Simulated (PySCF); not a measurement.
C3H3BN2O2, SMILES CB(N=C=O)N=C=O. Atoms are numbered in the order given.

```xyz
11

B     -0.5667    -0.4060    -0.0992
C     -1.8390    -1.3062    -0.2677
H     -1.5853    -2.3355    -0.5596
H     -2.5653    -0.8861    -0.9773
H     -2.3444    -1.3715     0.7132
N     -0.6082     0.9935    -0.3572
C     -0.7306     2.1567    -0.6045
O     -0.8407     3.2937    -0.8429
N      0.6663    -0.9533     0.3572
C      1.6613    -1.4959     0.7374
O      2.6372    -2.0169     1.1089
```

The structure is a stationary point at PBE0-D3(BJ)/def2-SVP. One conformer was computed; it need not be the lowest.

Level of theory: ωB97X/def2-TZVP run with PySCF.

ESP charges are fitted to the potential on shells at 1.4 to 2.0 van der Waals radii. Atomic charges (e):

| atom | Löwdin | ESP fit | meta-Löwdin |
|---|---|---|---|
| B1 | -0.65 | 0.88 | 0.34 |
| C2 | -0.24 | -0.83 | -0.47 |
| H3 | 0.15 | 0.20 | 0.13 |
| H4 | 0.15 | 0.20 | 0.13 |
| H5 | 0.16 | 0.20 | 0.14 |
| N6 | 0.30 | -0.59 | -0.31 |
| C7 | -0.28 | 0.65 | 0.53 |
| O8 | 0.19 | -0.38 | -0.36 |
| N9 | 0.30 | -0.61 | -0.31 |
| C10 | -0.28 | 0.66 | 0.53 |
| O11 | 0.19 | -0.38 | -0.36 |

Computed Mayer and Wiberg (Löwdin basis) orders of the bonds:
```tsv
bond	Mayer	Wiberg
B1–C2	1.06	1.30
C2–H3	0.96	0.86
C2–H4	0.97	0.86
C2–H5	0.93	0.84
B1–N6	1.15	1.44
N6–C7	2.11	2.35
C7–O8	2.08	2.84
B1–N9	1.15	1.44
N9–C10	2.11	2.35
C10–O11	2.08	2.84
```
